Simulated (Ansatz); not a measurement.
Ideal-gas functions of CH$_{3}$FS$_{2}$W, SMILES `[CH3][W]([F])(=[S])=[S]` at 400 K and 1 bar, from an Ansatz frequency run at PBE0-D4/def2-TZVP.

Molar mass 282.01 g/mol, point group Cs (symmetry number 1), electronic degeneracy 1, moments of inertia 226.038, 283.979, 330.581 u Å². Harmonic wavenumbers (cm⁻¹, unscaled): 155, 172, 175, 183, 193, 195, 562, 562, 564, 619, 701, 705, 1214, 1403, 1413, 3030, 3118, 3148.

Use S(trans) = R[1.5 ln M + 2.5 ln T − 1.1517]; rotational temperatures θ = 24.2544 K / I; S(rot) = R[ln(√π/σ · √(T³/θAθBθC)) + 1.5]; for each mode x = 1.438777 ν̃/T, S = R[x/(eˣ − 1) − ln(1 − e⁻ˣ)] and H = RT x/(eˣ − 1); 1 cm⁻¹ = 0.0119627 kJ/mol; R = 8.31446 J/(mol·K).

Question: By hand: the entropy, in J/(mol·K).

Answer: Translation 185.3. Rotation: θ = 0.1073, 0.0854, 0.0734 K, giving 122.3. Vibration, mode by mode: 13.28, 12.44, 12.30, 11.94, 11.51, 11.43, 3.75, 3.75, 3.73, 3.19, 2.53, 2.50, 0.57, 0.33, 0.32, 0.00, 0.00, 0.00, in all 93.6. Electronic 0.0. Sum 401.2 J/(mol·K).

Question: By hand: H − E and G − E in kJ/mol, counted from the electronic energy.

Answer: Zero-point energy ½ × 18112 × 0.0119627 = 108.3; thermal vibration 20.1; translation, rotation and pV give 4 RT = 13.3. H − E = 141.7 kJ/mol, and G − E = 141.7 − 400 × 401.2/1000 = -18.8 kJ/mol.

Vibration gives 23 % of the entropy.
